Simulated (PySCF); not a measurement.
These compounds are isomers of formula C$_{6}$H$_{11}$BO$_{2}$.

A. `C=C(C)C1COBOC1`
B. SMILES CC(C)C1=[O+][BH2-]OC=C1
C. `CC(C)(C)C#CB(O)O`
D. `InChI=1S/C6H11BO2/c1-2-3-6-4-8-7-9-5-6/h2,6-7H,1,3-5H2`

Spectrum 1. $^{1}$H NMR (300 MHz, computed): δ 5.16 (br s, 1H), 4.77 (br s, 1H), 4.12 (br, 1H), 4.04 (m, 2H), 3.65 (m, 2H), 2.08 (m, 1H), 1.85 (s, 3H). $^{13}$C{$^{1}$H} NMR (computed): δ 151.3 (C), 117.5 (CH2), 66.5 (CH2), 44.3 (CH), 25.7 (CH3).

Spectrum 2. $^{1}$H NMR (300 MHz, computed): δ 6.01 (m, 1H), 5.47 (m, 1H), 5.41 (m, 1H), 4.10 (br, 1H), 3.96 (m, 2H), 3.50 (m, 2H), 1.71 (m, 2H), 1.61 (m, 1H). $^{13}$C{$^{1}$H} NMR (computed): δ 143.6 (CH), 125.7 (CH2), 67.4 (CH2), 39.7 (CH), 37.2 (CH2).

Spectrum 3. $^{1}$H NMR (300 MHz, computed): δ 7.68 (d, 1H), 5.54 (d, 1H), 3.72 (br, 2H), 2.30 (sept, 1H), 1.14 (d, 6H). $^{13}$C{$^{1}$H} NMR (computed): δ 207.6 (C), 185.6 (CH), 101.8 (CH), 40.0 (CH), 21.7 (CH3).

Spectrum 4. $^{1}$H NMR (300 MHz, computed): δ 2.83 (br s, 2H), 1.21 (s, 9H). $^{13}$C{$^{1}$H} NMR (computed): δ 115.9 (C), 83.7 (C), 32.5 (CH3), 28.3 (C).

One conformer, no relativistic terms, averaged over atoms made equivalent by symmetry, fast rotation or ring inversion, gas phase. σ from GIAO-PBE0/pcSseg-1; coordinates at the PBE0-D3(BJ)/def2-SVP level; PySCF.

Chemical shifts δ = σref − σ; $^{1}$H, $^{13}$C vs TMS, all at this level. Where no couplings were computed, multiplicities follow the n + 1 count of equivalent neighbours, and m marks all less simple cases (inequivalent or close neighbours, rings, F or P nearby). Couplings to H on boron are left out. Carbons bonded to boron are broad in practice. Shifts are as computed. Against solution values, carbons near 30 ppm lie about +2 ppm off and those near 130 ppm about +5 ppm. Of 1309 compounds with measured shifts, 239 miss one by over three times the rms of a fit or turn the order of signals round; such compounds aren't used in these exercises. OH and NH positions are gas-phase values without hydrogen bonding to other molecules.

Question: Which spectrum belongs to which compound?

Answer: 1–A, 2–D, 3–B, 4–C.

- Spectrum 1 (A): 5 $^{13}$C signals; δC 151.3 is a fully substituted alkene carbon; δC 117.5 is a terminal =CH2 carbon.
- Spectrum 2 (D): 5 $^{13}$C signals; δC 143.6 is an alkene CH; δC 125.7 is a terminal =CH2 carbon.
- Spectrum 3 (B): 5 $^{13}$C signals; δC 207.6 is a ketone carbonyl carbon; δC 185.6 is an alkene carbon bearing oxygen.
- Spectrum 4 (C): 4 $^{13}$C signals; δC 83.7 is an alkyne carbon; δC 32.5 is a methyl carbon.
